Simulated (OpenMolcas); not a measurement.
Ti2+: effect of the metal basis

Ti2+ with its 6 nearest fluoride ions at 2.221 Å, on the Na site of NaF (a = 4.634 Å, distance in the model lattice 2.317 Å). The rest of the host is ab initio model potentials to 7.6 Å and point charges beyond; the distance is set by hand and nothing relaxes, and no local charge compensation is placed.

* Program: OpenMolcas
* Method: SS-CASPT2, IPEA 0.25 Eh, imaginary shift 0.1 Eh (closed shells correlated: 3s 3p and the ligand valence shells)
* Spin-orbit coupling: state interaction with AMFI integrals over the reference wave functions

Fixed: ligand basis ANO-RCC-VDZP, active space 2 electrons in 5 orbitals (3d), DKH2 Hamiltonian.

States (labels of O, the rotations of Oh). Energies in cm-1 above the lowest state or level, χT in cm3 K/mol; under a threefold ground state the first gap can be a small split of the lowest multiplet, not the spin-orbit step; 10Dq and B are least-squares fits to the states below 45000 cm-1, weighted by degeneracy, with a free offset, and given where the rms deviation is under 5 % of |10Dq| (or 100 cm-1) and under 700 cm-1.

| Run | Metal basis | Ground state | First state of that spin | 10Dq | B (rms of fit) | First gap with spin-orbit (degeneracies) | χT at 300 K | First state of another spin | Cost |
| --- | --- | --- | --- | --- | --- | --- | --- | --- | --- |
| A | ANO-RCC-VDZP | 3T1 | 3T2 10910 | 12445 | 687 (289) | 3 (2, 3) | 1.100 | 1T2 9430 | roughly 60 core-seconds |
| B | ANO-RCC-VTZP | 3T1 | 3T2 10320 | 11903 | 683 (296) | 3 (2, 3) | 1.102 | 1T2 8950 | roughly 2.1 core-minutes |

Against A, |10Dq| changes by -4.4 % in B.

Costs are those of the CASPT2 steps.

Roots that are degenerate in the reference are averaged as groups; the widest CASPT2 spread within a group is 130 cm-1 (the 3-fold group of multiplicity 3 near 0 cm-1 above the lowest state of its run, B). Shifts and gaps below about the spread of the groups concerned are not significant. Over all roots computed the reference weight is 0.74 to 0.75 in A, 0.74 to 0.75 in B; a low but even weight reflects the number of correlated electrons. An orbital triplet at a regular site is open to Jahn-Teller coupling, which can distort the site and quench the lowest spin-orbit gaps and is left out. Ligand-to-metal charge-transfer states are missing. With no ligand orbital active B as a rule stays too high, so bands that hang on it stand too high and its fall with covalency is understated. With one d shell and no ligand orbital active, 10Dq can be off by tens of per cent for divalent 3d ions, low with halides held by bare charges and at times high in hosts. Free-ion shares, where given, are those of the reference states; single-state CASPT2 does not remix them. No measured value stands beside these numbers; the geometry was set by hand and not optimised.
